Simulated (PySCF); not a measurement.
Bonds (- single, = double, # triple, : aromatic): N1-B2 1.619 Å, B2-C3 1.607 Å, C3-F4 1.333 Å, C3-F5 1.366 Å, C3-F6 1.367 Å. N1 carries H7, H8, H9; B2 carries H10, H11. Formal charges: N1 +1, B2 -1.

Geometry: PBE0-D3(BJ)/def2-SVP; GIAO shifts from PySCF, gas phase, non-relativistic, averaged over equivalent atoms.

At PBE0/pcSseg-1 (127 basis functions, 9.4 s wall time on 1 thread of an Arm Neoverse V1, shared host):
| atoms | δ (ppm) |
| --- | --- |
| N1 | 38.6 |
| B2 | -22.9 |
| C3 | 141.5 |
| F4/F5/F6 | -82.8 |
| H7/H8/H9 | 2.92 |
| H10/H11 | 2.17 |

Chemical shifts δ = σref − σ; 15N (σ = 265.67 ppm) vs NH3; 11B (σ = 100.73 ppm) against BF3·OEt2; 13C (σ = 184.41 ppm), 1H (σ = 31.27 ppm) vs TMS; CFCl3 for 19F (σ = 177.25 ppm), all at this level.

What do these become at PBE0/pcSseg-2?

## Answers


| atoms | δ at PBE0/pcSseg-2 | change |
| --- | --- | --- |
| N1 | 32.9 | -5.7 |
| B2 | -22.4 | +0.5 |
| C3 | 146.5 | +5.0 |
| F4/F5/F6 | -81.9 | +0.9 |
| H7/H8/H9 | 2.93 | +0.01 |
| H10/H11 | 2.11 | -0.06 |

Scale: 15N (σref 261.69) against NH3; 11B (σref 99.07) vs BF3·OEt2; 13C (σref 184.13), 1H (σref 31.25) against TMS; CFCl3 for 19F (σref 175.81) (reference shieldings calculated alike).

The largest change is at N1 (donor nitrogen of a Lewis adduct). Cost: 286 basis functions, 31 s wall time on 1 thread of an Arm Neoverse V1, shared host.

A carbon bonded to boron is broadened by the quadrupolar boron nucleus and is often missing from a measured spectrum. Unscaled 19F shifts against computed CFCl3 carry errors that often reach 10 to 50 ppm. Experimental scales use liquid or dissolved standards, which lie at an offset from isolated NH3 (liquid NH3: subtract about 20 ppm).
